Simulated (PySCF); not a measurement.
Molecule: SMILES C[Si](C)(O)O, C2H8O2Si.

Atom-mapped SMILES (the numbers label the heavy atoms): `[CH3:1][Si:2]([CH3:3])([OH:4])[OH:5]`; H(Xn) means a hydrogen on atom n.

Geometry PBE0-D3(BJ)/def2-SVP throughout; GIAO in PySCF, gas phase, one conformer, non-relativistic; equivalent atoms averaged; functional PBE0.

Question: How do the absolute shieldings σ depend on the basis set? (ppm; last column core-seconds on shared hosts with different chips, so compare them loosely)

Answer: 
```
    basis set  functions  C1/C3    Si2  O4/O5  H(C1)/H(C3)  H(O4)/H(O5)  core-s
       STO-3G         37  236.4  502.0  403.4        32.48        35.81     2.6
        6-31G         65  197.9  414.7  290.0        32.50        32.21     4.9
     pcSseg-0         65  192.8  328.7  302.0        32.67        32.19     3.8
       6-31G*         90  193.2  409.3  279.9        32.01        30.84     6.8
     def2-SVP        114  193.9  410.9  288.6        31.38        30.47     8.1
      cc-pVDZ        114  196.3  416.5  290.9        31.35        30.72     7.9
     pcSseg-1        132  184.3  343.8  274.8        31.22        30.11      14
6-311+G(2d,p)        191  186.3  335.5  269.3        31.40        30.77      18
  aug-cc-pVDZ        191  195.2  400.1  283.3        31.21        30.77      16
    def2-TZVP        209  187.0  325.7  268.3        31.41        30.61      20
     IGLO-III        264  183.8  340.8  266.8        31.27        30.46      24
      cc-pVTZ        266  187.3  349.3  274.9        31.21        30.26      25
     pcSseg-2        299  184.3  334.9  266.1        31.15        30.05      25
```

Question: Which nucleus moves most, in ppm?

Answer: Si2 (silicon bonded to 2 C, 2 O): from 325.7 ppm with def2-TZVP to 502.0 ppm with STO-3G. The smallest spread is 1.52 ppm, at H(C1)/H(C3). Proton shifts span only some 12 ppm, so a few tenths of a ppm matter as much there as several ppm in carbon.

Question: Taking the largest basis, pcSseg-2 (299 functions), as the yardstick, rank the others by their worst heavy-atom deviation.

Answer: 6-311+G(2d,p) 3.2 ppm (191 functions), IGLO-III 5.9 ppm (264 functions), pcSseg-1 9.0 ppm (132 functions), def2-TZVP 9.2 ppm (209 functions), cc-pVTZ 14.4 ppm (266 functions), pcSseg-0 35.9 ppm (65 functions), aug-cc-pVDZ 65.2 ppm (191 functions), 6-31G* 74.4 ppm (90 functions), def2-SVP 76.0 ppm (114 functions), 6-31G 79.9 ppm (65 functions), cc-pVDZ 81.6 ppm (114 functions), STO-3G 167.2 ppm (37 functions).

A small basis that lands close on one nucleus may do so by chance; judge by the trend and by all nuclei.
